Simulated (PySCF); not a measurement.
Atom-mapped SMILES (the numbers label the heavy atoms): `[CH:1]#[C:2][C:3]#[C:4]/[CH:5]=[CH:6]/[C:7]([F:8])([F:9])[F:10]`. Hydrogens are named by the atom that carries them.

Theoretical values (PySCF 2.14): PBE0-D3(BJ)/def2-SVP structure, σ from GIAO-PBE0/pcSseg-1. Single conformer, equivalent nuclei averaged, no relativistic terms, gas phase.

Chemical shifts δ = σref − σ; 13C (184.41 ppm), 1H (31.27 ppm) vs TMS; CFCl3 for 19F (177.25 ppm), all at this level.

```json
{"atoms": "C5", "nucleus": "13C", "count": "1", "δ (ppm)": "124.3"}
{"atoms": "C2", "nucleus": "13C", "count": "1", "δ (ppm)": "71.1"}
{"atoms": "H(C5)", "nucleus": "1H", "count": "1", "δ (ppm)": "6.38"}
{"atoms": "H(C1)", "nucleus": "1H", "count": "1", "δ (ppm)": "2.64"}
{"atoms": "C7", "nucleus": "13C", "count": "1", "δ (ppm)": "127.3"}
{"atoms": "C1", "nucleus": "13C", "count": "1", "δ (ppm)": "?"}
{"atoms": "C4", "nucleus": "13C", "count": "1", "δ (ppm)": "71.2"}
{"atoms": "C6", "nucleus": "13C", "count": "1", "δ (ppm)": "142.3"}
{"atoms": "C3", "nucleus": "13C", "count": "1", "δ (ppm)": "?"}
{"atoms": "H(C6)", "nucleus": "1H", "count": "1", "δ (ppm)": "?"}
{"atoms": "F8/F9/F10", "nucleus": "19F", "count": "3", "δ (ppm)": "-81.8"}
```

Complete the table.

Results:


- C3: 93.4 ppm, alkyne carbon; sp carbons lie upfield of alkene carbons because the cylindrical π system leaves one tensor component strongly shielded
- C1: 84.8 ppm, terminal alkyne carbon; sp carbons lie upfield of alkene carbons because the cylindrical π system leaves one tensor component strongly shielded
- H(C6): 6.22 ppm, hydrogen on an alkene CH; olefinic region

Shifts are as computed. Against solution values, carbons near 30 ppm lie about +2 ppm off and those near 130 ppm about +5 ppm. Of 1211 compounds with measured shifts, 218 miss one by over three times the rms of a fit or turn the order of signals round; such compounds aren't used in these exercises. Unscaled 19F shifts against computed CFCl3 carry errors that often reach 10 to 50 ppm.
